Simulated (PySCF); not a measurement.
**Dipole moment and polarisability of `[H]/N=C\CN[Si@@H](N)F`**

C₂H₈FN₃Si.
Numbering: `[H]/[N:1]=[CH:2]\[CH2:3][NH:4][Si@@H:5]([NH2:6])[F:7]` (hydrogens: H8 on N1; H9 on C2; H10, H11 on C3; H12 on N4; H13 on Si5; H14, H15 on N6)

Geometry (GFN2-xTB, Å), atoms numbered from 1 in this order:
```xyz
15
C2H8FN3Si angstrom
N      2.410   -0.139    1.370
C      1.935   -1.169    0.842
C      0.585   -1.328    0.189
N     -0.249   -0.170    0.397
Si    -1.329    0.475   -0.763
N     -1.688    2.057   -0.219
F     -0.499    0.377   -2.150
H      1.788    0.670    1.320
H      2.554   -2.062    0.848
H      0.742   -1.457   -0.885
H      0.118   -2.251    0.566
H     -0.468   -0.030    1.371
H     -2.572   -0.218   -1.057
H     -2.389    2.589   -0.706
H     -0.943    2.661    0.087
```

Level: CAM-B3LYP/def2-SVPD (PySCF), static field, nuclei fixed, core orbitals frozen in the response. The polarisability tensor in these axes (au):

```
x   74.79 -4.76  8.82
y   -4.76 75.10  2.73
z    8.82  2.73 63.07
```

Problem. Give the principal values, the mean and the anisotropy Δα = √{½[(α1 − α2)² + (α2 − α3)² + (α1 − α3)²]}.

Solution. Principal values 57.11, 74.68 and 81.17 au; mean 70.99 au = 10.52 Å³ = 11.70 × 10⁻⁴⁰ C²·m²/J; Δα = 21.56 au (30 % of the mean).

Problem. What is the dipole moment, and where does it point?

Solution. (-2.66, -0.01, 0.33) D, 2.68 D in size, pointing from the negative to the positive side. Measured along this direction, the outermost atoms are H9 at the negative end and H13 at the positive end.

Problem. Form Σ f/ω² (atomic units) for the 8 lowest TDDFT singlets, given as eV and f, and set it beside the mean polarisability, which is this sum over all singlets: 5.36, 0.0033; 6.79, 0.0106; 6.88, 0.0067; 7.24, 0.0331; 7.27, 0.0464; 7.54, 0.0642; 7.80, 0.0282; 7.98, 0.0931.

Solution. They add up to 3.74 au, 5.3 % of the 70.99 au; the largest single term is 1.08 au, from the state at 7.98 eV. Terms in order: 0.08, 0.17, 0.10, 0.47, 0.65, 0.84, 0.34, 1.08 au. Higher excitations give the rest. The strengths listed sum to 0.286.

Problem. What depolarisation ratio follows for Rayleigh scattering of linearly polarised light, taking the static tensor?

Solution. ρ = 3Δα²/(45ᾱ² + 4Δα²) = 1394.6/(226756 + 1859.4) = 0.0061.

Problem. Along which axes do the principal values lie, and how far do the nuclei extend along each?

Solution. Largest value along (0.81, -0.49, 0.32), where the nuclei span 6.78 Å; middle along (0.33, 0.83, 0.45), 3.53 Å; least along (-0.49, -0.26, 0.84), 3.03 Å. The response follows the extents in order.

The structure is a single GFN2-xTB conformer in the gas phase; no vibrational or solvent corrections.
